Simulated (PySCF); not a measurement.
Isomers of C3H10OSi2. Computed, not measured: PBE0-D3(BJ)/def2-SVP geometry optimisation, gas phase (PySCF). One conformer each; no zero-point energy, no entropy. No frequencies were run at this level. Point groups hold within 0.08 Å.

Problem. Rank from lowest to highest electronic energy at this level (kJ/mol).
A. `[CH2:1]=[CH:2][O:3][SiH2:4][CH2:5][SiH3:6]` with C1–C2–O3–Si4 -179°, C2–O3–Si4–C5 180°, O3–Si4–C5–Si6 180°
B. `[CH3:1][O:2][SiH:3]1[CH2:4][SiH2:5][CH2:6]1` with C1–O2–Si3–C4 -52°, O2–Si3–C4–Si5 106°, Si3–C4–Si5–C6 10°, C4–Si5–C6–Si3 -10°, O2–Si3–C6–Si5 -106°
C. `[SiH3:1][O:2][CH:3]1[CH2:4][SiH2:5][CH2:6]1` with Si1–O2–C3–C4 69°, O2–C3–C4–Si5 146°, C3–C4–Si5–C6 -19°, C4–Si5–C6–C3 19°, O2–C3–C6–Si5 -148°

Solution. B (0.0), A (80.8), C (90.1).

Neighbours under 10 kJ/mol apart (C=CO[SiH2]C[SiH3] and [SiH3]OC1C[SiH2]C1) can change places with a better method, another conformer or zero-point energy.

| SMILES | E (Eh) | E rel (kJ/mol) | dipole (D) | point group | A, B, C (MHz) |
| --- | --- | --- | --- | --- | --- |
| CO[SiH]1C[SiH2]C1 | -773.79490 | 0.0 | 0.86 | – | 3681, 1642, 1575 |
| C=CO[SiH2]C[SiH3] | -773.76412 | 80.8 | 0.54 | – | 11986, 740.0, 711.7 |
| [SiH3]OC1C[SiH2]C1 | -773.76057 | 90.1 | 0.71 | C1 | 7060, 1104, 1008 |

Problem. How do the relative energies change in single points at PBE0/pcSseg-1 (no added dispersion term) on the same geometries?

Solution. 
| SMILES | PBE0-D3(BJ)/def2-SVP (kJ/mol) | PBE0/pcSseg-1 (kJ/mol) | shift |
| --- | --- | --- | --- |
| CO[SiH]1C[SiH2]C1 | 0.0 | 0.0 | 0.0 |
| C=CO[SiH2]C[SiH3] | 80.8 | 77.3 | -3.5 |
| [SiH3]OC1C[SiH2]C1 | 90.1 | 93.4 | +3.3 |

Each column counts from its own lowest isomer. The order is unchanged; the largest shift is 3.5 kJ/mol.
